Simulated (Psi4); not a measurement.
ammonia borane (H6BN), singlet, at a GFN2-xTB geometry; OMP2/STO-3G run with Psi4 1.11.

The Psi4 input:
```
memory 2 GB

molecule {
0 1
B    -0.91491923    0.11210003   -0.01661920
N     0.73087909   -0.08955061    0.01327617
H    -1.31399349   -0.64168266   -0.84737361
H    -1.09154966    1.25500958   -0.29974635
H    -1.29004994   -0.16052617    1.07999077
H     0.93390981   -1.05286399    0.25124010
H     1.12008257    0.53455889    0.70957279
H     1.10004319    0.13185843   -0.90352092
}

set {
  basis sto-3g
}

energy('omp2')
print_variables()
```

What the program printed (banner, timings and long lists left out):

```
    For method 'OMP2', SCF Algorithm Type (re)set to DISK_DF.

   => Loading Basis Set <=

    Name: STO-3G
    Role: ORBITAL
    Keyword: BASIS

         ---------------------------------------------------------
                                   SCF
               by Justin Turney, Rob Parrish, Andy Simmonett
                          and Daniel G. A. Smith
                              RHF Reference
         ---------------------------------------------------------

  ==> Geometry <==

    Molecular point group: c1
    Full point group: C1

    Geometry (in Angstrom), charge = 0, multiplicity = 1:

       Center              X                  Y                   Z               Mass
    ------------   -----------------  -----------------  -----------------  -----------------
         B           -0.902560095796     0.110585736368    -0.016394698915    11.009305360000
         N            0.743238224204    -0.091064903632     0.013500671085    14.003074004430
         H           -1.301634355796    -0.643196953632    -0.847149108915     1.007825032230
         H           -1.079190525796     1.253495286368    -0.299521848915     1.007825032230
         H           -1.277690805796    -0.162040463632     1.080215271085     1.007825032230
         H            0.946268944204    -1.054378283632     0.251464601085     1.007825032230
         H            1.132441704204     0.533044596368     0.709797291085     1.007825032230
         H            1.112402324204     0.130344136368    -0.903296418915     1.007825032230

  Running in c1 symmetry.

  Rotational constants: A =      2.49227  B =      0.59398  C =      0.59398 [cm^-1]
  Rotational constants: A =  74716.26007  B =  17807.03210  C =  17807.03210 [MHz]
  Nuclear repulsion =   40.787996534314189

  Charge       = 0
  Multiplicity = 1
  Electrons    = 18
  Nalpha       = 9
  Nbeta        = 9

  ==> Algorithm <==

  SCF Algorithm Type is DISK_DF.
  DIIS enabled.
  MOM disabled.
  Fractional occupation disabled.
  Guess Type is SAD.
  Energy threshold   = 1.00e-08
  Density threshold  = 1.00e-08
  Integral threshold = 1.00e-12

  ==> Primary Basis <==

  Basis Set: STO-3G
    Blend: STO-3G
    Number of shells: 12
    Number of basis functions: 16
    Number of Cartesian functions: 16
    Spherical Harmonics?: true
    Max angular momentum: 1

   => Loading Basis Set <=

    Name: (STO-3G AUX)
    Role: JKFIT
    Keyword: DF_BASIS_SCF

  ==> Integral Setup <==

  ==> DiskDFJK: Density-Fitted J/K Matrices <==

    J tasked:                  Yes
    K tasked:                  Yes
    wK tasked:                  No
    Integrals threads:           1
    Algorithm:                Core
    Integral Cache:           SAVE
    Schwarz Cutoff:          1E-12
    Fitting Condition:       1E-10

   => Auxiliary Basis Set <=

  Basis Set: (STO-3G AUX)
    Blend: DEF2-UNIVERSAL-JKFIT
    Number of shells: 86
    Number of basis functions: 260
    Number of Cartesian functions: 302
    Spherical Harmonics?: true
    Max angular momentum: 4

  Minimum eigenvalue in the overlap matrix is 2.1973379712E-01.
  Reciprocal condition number of the overlap matrix is 9.0161977912E-02.
    Using symmetric orthogonalization.

  ==> Pre-Iterations <==

  SCF Guess: Superposition of Atomic Densities via on-the-fly atomic UHF (no occupation information).

   -------------------------
    Irrep   Nso     Nmo
   -------------------------
     A         16      16
   -------------------------
    Total      16      16
   -------------------------

  ==> Iterations <==

                           Total Energy        Delta E     RMS |[F,P]|

   @DF-RHF iter SAD:   -79.54735542858791   -7.95474e+01   0.00000e+00
   @DF-RHF iter   1:   -81.57162164870148   -2.02427e+00   1.02961e-02 DIIS/ADIIS
   @DF-RHF iter   2:   -81.59359037289386   -2.19687e-02   3.06754e-03 DIIS/ADIIS
   @DF-RHF iter   3:   -81.59566242446562   -2.07205e-03   9.37554e-04 DIIS/ADIIS
   @DF-RHF iter   4:   -81.59590745997164   -2.45036e-04   7.97810e-05 DIIS
   @DF-RHF iter   5:   -81.59590924637844   -1.78641e-06   9.46005e-06 DIIS
   @DF-RHF iter   6:   -81.59590926252864   -1.61502e-08   9.33035e-07 DIIS
   @DF-RHF iter   7:   -81.59590926272752   -1.98881e-10   1.47949e-07 DIIS
   @DF-RHF iter   8:   -81.59590926273381   -6.29541e-12   2.41173e-08 DIIS
   @DF-RHF iter   9:   -81.59590926273411   -2.98428e-13   1.73482e-09 DIIS
  Energy and wave function converged.

  ==> Post-Iterations <==

    Orbital Energies [Eh]
    ---------------------

    Doubly Occupied:

[...]
    Virtual:

[...]
      16A      0.898605

    Final Occupation by Irrep:
              A
    DOCC [     9 ]
    NA   [     9 ]
    NB   [     9 ]

  @DF-RHF Final Energy:   -81.59590926273411

   => Energetics <=

    Nuclear Repulsion Energy =             40.7879965343141890
    One-Electron Energy =                -190.2918078505535391
    Two-Electron Energy =                  67.9079020535052535
    Total Energy =                        -81.5959092627341107

Computation Completed

Properties will be evaluated at   0.000000,   0.000000,   0.000000 [a0]

Properties computed using the SCF density matrix

 Multipole Moments:

 ------------------------------------------------------------------------------------
     Multipole            Electronic (a.u.)      Nuclear  (a.u.)        Total (a.u.)
 ------------------------------------------------------------------------------------

 L = 1.  Multiply by 2.5417464519 to convert [e a0] to [Debye]
 Dipole X            :          1.8197037            0.4203967            2.2401005
 Dipole Y            :         -0.2229583           -0.0515089           -0.2744672
 Dipole Z            :          0.0330543            0.0076364            0.0406907
 Magnitude           :                                                    2.2572191

 ------------------------------------------------------------------------------------

  Constructing Basis Sets for DFOCC...

   => Loading Basis Set <=

[...]
  DIE_IF_NOT_CONVERGED          => (empty)
[...]
  ORB_RESP_SOLVER               => (empty)
  ORTH_TYPE                     => (empty)
  PARENT_SYMMETRY               => (empty)
  PCG_BETA_TYPE                 => (empty)
  PCG_CONVERGENCE               => (empty)
  PCG_MAXITER                   => (empty)
  PCM                           => (empty)
  PE                            => (empty)
  PPL_TYPE                      => (empty)
  PRINT                         => (empty)
  PRINT_NOONS                   => (empty)
  PROPERTIES                    => (empty)
  PROPERTIES_ORIGIN             => (empty)
  PUREAM                        => (empty)
  QCHF                          => (empty)
  QC_MODULE                     => (empty)
  RAS1                          => (empty)
  RAS2                          => (empty)
  RAS3                          => (empty)
  RAS4                          => (empty)
  READ_SCF_3INDEX               => (empty)
  REGULARIZATION                => (empty)
  REG_PARAM                     => (empty)
  RELATIVISTIC                  => (empty)
  REMP_A                        => (empty)
  RESTRICTED_DOCC               => (empty)
  RESTRICTED_UOCC               => (empty)
  RMS_MOGRAD_CONVERGENCE        => (empty)
  R_CONVERGENCE                 => (empty)
  SCF_TYPE                      => DISK_DF         !
  SCREENING                     => (empty)
  SCS_TYPE                      => (empty)
  SOCC                          => (empty)
  SOS_TYPE                      => (empty)
  TRIPLES_IABC_TYPE             => (empty)
  WFN                           => (empty)
  WFN_TYPE                      => DF-OMP2         !
  WRITER_FILE_LABEL             => (empty)
  ZORA_BASIS_TOLERANCE          => (empty)
  ZORA_NR_DEBUG                 => (empty)
  ZORA_PRUNING_SCHEME           => (empty)
  ZORA_RADIAL_POINTS            => (empty)
  ZORA_SPHERICAL_POINTS         => (empty)

	Warning: cc_lambda option is changed to TRUE
	For this residual convergence, default PCG convergence is:     1.00e-07
	For this energy convergence, default RMS orbital gradient is:     3.16e-07
	For this energy convergence, default MAX orbital gradient is:     2.00e-06

 ==============================================================================
 ==============================================================================
 ==============================================================================

                      DF-OMP2 (DF-OO-MP2)
              Program Written by Ugur Bozkaya
              Latest Revision September 9, 2017

 ==============================================================================
 ==============================================================================
 ==============================================================================

	MO Hessian type is changed to 'HF'
	MO spaces...

	 FC   OCC   VIR   FV
	----------------------
	  0    9     7    0
	Reading DF integrals from disk ...
	Number of basis functions in the DF-HF basis: 260
	Number of basis functions in the DF-CC basis: 180

	Minimum required memory for amplitudes:      0.09 MB

	Computing DF-MP2 energy using SCF MOs (Canonical DF-MP2)...
	=======================================================================
	Nuclear Repulsion Energy (a.u.)    :    40.78799653431419
	DF-HF Energy (a.u.)                :   -81.59590926273411
	REF Energy (a.u.)                  :   -81.59590926273411
	DF-MP2 Correlation Energy (a.u.)   :    -0.09909275875249
	DF-MP2 Total Energy (a.u.)         :   -81.69500202148660
	=======================================================================

	Number of independent-pairs:  63

 ==============================================================================
 ================ Performing DF-OMP2 iterations... ============================
 ==============================================================================
	            Minimizing DF-MP2-L Functional
	            ------------------------------
 Iter       E_total           DE           RMS MO Grad      MAX MO Grad      RMS T2
 ----    ---------------    ----------     -----------      -----------     ----------
	successfully fired up coupled DIIS...
   1     -81.6953532333     -3.51e-04       6.08e-05         1.97e-04        2.54e-05
   2     -81.6953533572     -1.24e-07       3.31e-06         1.21e-05        7.08e-07
   3     -81.6953533576     -4.27e-10       1.59e-07         6.35e-07        3.40e-08

 ==============================================================================
 ======================== DF-OMP2 ITERATIONS ARE CONVERGED ====================
 ==============================================================================

	Computing MP2 energy using optimized MOs...
	=======================================================================
	Nuclear Repulsion Energy (a.u.)    :    40.78799653431419
	DF-HF Energy (a.u.)                :   -81.59590926273411
	REF Energy (a.u.)                  :   -81.59555882433686
	DF-MP2 Correlation Energy (a.u.)   :    -0.09944409486786
	DF-MP2 Total Energy (a.u.)         :   -81.69535335760197
	=======================================================================

	=======================================================================
	================ DF-OMP2 FINAL RESULTS ================================
	=======================================================================
	Nuclear Repulsion Energy (a.u.)    :    40.78799653431419
	DF-HF Energy (a.u.)                :   -81.59590926273411
	REF Energy (a.u.)                  :   -81.59555882433686
	DF-OMP2 Correlation Energy (a.u.)  :    -0.09944409485688
	Edfomp2 - Eref (a.u.)              :    -0.09979453325413
	DF-OMP2 Total Energy (a.u.)        :   -81.69535335759099
	=======================================================================

  Variable Map:
  ----------------------------------------------------------------------------
[...]
  Array Variable Map:
  ----------------------------------------------------------------------------
[...]
[...]
```
